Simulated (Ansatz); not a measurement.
This geometry of BrCl$_{2}$H$_{2}$In (6 atoms, charge 0, multiplicity 1) is a first-order saddle point.

The calculation used RKS PBE0-D4/def2-SVP (Ansatz 0.2.0).

```xyz
6
Properties=species:S:1:pos:R:3
In -0.485 -0.135 -0.399
H 1.023 0.966 -0.497
Cl -0.327 -2.131 -1.582
Cl -2.493 0.968 -0.006
H 1.271 0.610 0.546
Br 1.011 -0.277 1.939
```

(1) Which two structures does it join? (They come from a converged band through this point; their orientation in space is the band's.)

(2) How far does it lie above each of them?

## Answers

(1) Bonds broken: In1–H2, H5–Br6. Bonds formed: H2–H5. BrCl2H2In becomes BrCl2In + H2.

Image 0:

```xyz
6
Properties=species:S:1:pos:R:3
In -0.491 0.089 -0.821
H 0.693 1.197 -1.356
Cl -0.479 -2.188 -1.397
Cl -2.549 0.738 0.107
H 1.976 0.493 1.578
Br 0.851 -0.328 1.888
```

Image 8:

```xyz
6
Properties=species:S:1:pos:R:3
In -0.620 -0.519 0.192
H 1.170 1.163 -0.805
Cl -0.172 -1.927 -1.604
Cl -2.288 1.084 -0.053
H 1.442 1.070 -0.096
Br 0.467 -0.871 2.367
```

(2) 58.6 kJ/mol above the first and 128.4 kJ/mol above the second. This is the barrier of this one path; another mechanism may lie lower. The orbitals stay closed-shell, which can raise the energy where a bond breaks towards radicals; this wasn't checked here.

Time of the run: 2.2 min on 2 threads of Intel(R) Xeon(R) 6975P-C (Granite Rapids), on a shared host, peak memory 0.33 GiB.
